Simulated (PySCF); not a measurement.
Input of a run (PBE0-D3(BJ)/def2-SVP geometry optimisation, gas phase (PySCF 2.14.0)), started from a GFN2-xTB structure with every atom displaced at random (by about 0.01 Å):
```
{"job": {"xc": "PBE0", "basis": "def2-SVP", "d3": "d3bj", "grid": 1, "shake": 0.01, "kind": "geom"}, "charge": 0, "multiplicity": 1}
C     -2.409730    -0.133140     0.754080
N     -1.251100    -0.328700    -0.042750
B      0.027690     0.149930     0.211850
N      1.132450    -0.148770    -0.660960
C      2.472640     0.250360    -0.548200
H     -2.857870    -1.049720     1.101570
H     -2.163660     0.497800     1.615040
H     -3.188740     0.420390     0.171030
H     -1.425090    -0.879580    -0.841120
H      0.247820     0.800900     1.184080
H      0.922050    -0.715330    -1.470170
H      3.150590    -0.607120    -0.461070
H      2.561840     0.865230     0.353870
H      2.773940     0.862670    -1.389940
```

Output (energies in Eh, forces in Eh/bohr):
```
step   0  E = -215.63358494  max force = 0.042036
step   1  E = -215.63670193  max force = 0.013596
step   2  E = -215.63672645  max force = 0.010720
step   3  E = -215.63806641  max force = 0.004464
step   4  E = -215.63820278  max force = 0.002614
step   5  E = -215.63835049  max force = 0.001824
step   6  E = -215.63843103  max force = 0.000946
step   7  E = -215.63848331  max force = 0.000423
step   8  E = -215.63851443  max force = 0.000726
step   9  E = -215.63853163  max force = 0.000474
step  10  E = -215.63855210  max force = 0.000412
step  11  E = -215.63856613  max force = 0.000303
optimisation converged
```

**Question.** Summarise the run.

**Answer.** The energy falls by 0.136 eV over 12 energy and gradient evaluations, the largest force component goes from 0.0420 to 3.0e-04 Eh/bohr, and the atoms move by 0.055 Å rms after alignment. The bond that changes most is N4–C5 (boron-bound nitrogen to N-methyl carbon), which lengthens by 0.034 Å. Bonds longer at the end by more than 0.005 Å: 8 of 13; shorter: 2. Among the angles that change most is B3–N4–H11, from 116.3° to 119.7°. The energy never rose by more than 1e-6 Eh on the way. The first step brought 63 % of the lowering.

**Question.** What are the final bond lengths?

**Answer.** C1–N2 1.436 Å, N2–B3 1.413 Å, B3–N4 1.413 Å, N4–C5 1.437 Å, C1–H6 1.106 Å, C1–H7 1.099 Å, C1–H8 1.106 Å, N2–H9 1.013 Å, B3–H10 1.214 Å, N4–H11 1.013 Å, C5–H12 1.106 Å, C5–H13 1.099 Å, C5–H14 1.105 Å. Numbering counts from 1 in the input's order; the species is `CNBNC`.

The run used 115 basis functions and 75 SCF cycles in all. The run took 46 s of wall time on one thread of an Arm Neoverse V2, shared host with 32 logical CPUs at a one-minute load of 26, and the process peaked at 0.47 GiB of memory.

Not checked by PBE0-D3(BJ)/def2-SVP frequencies. One conformer, not necessarily the lowest.

Conformer computed: `[CH3:1][NH:2][BH:3][NH:4][CH3:5]`: C1–N2–B3–N4 -179°, N2–B3–N4–C5 -179°.
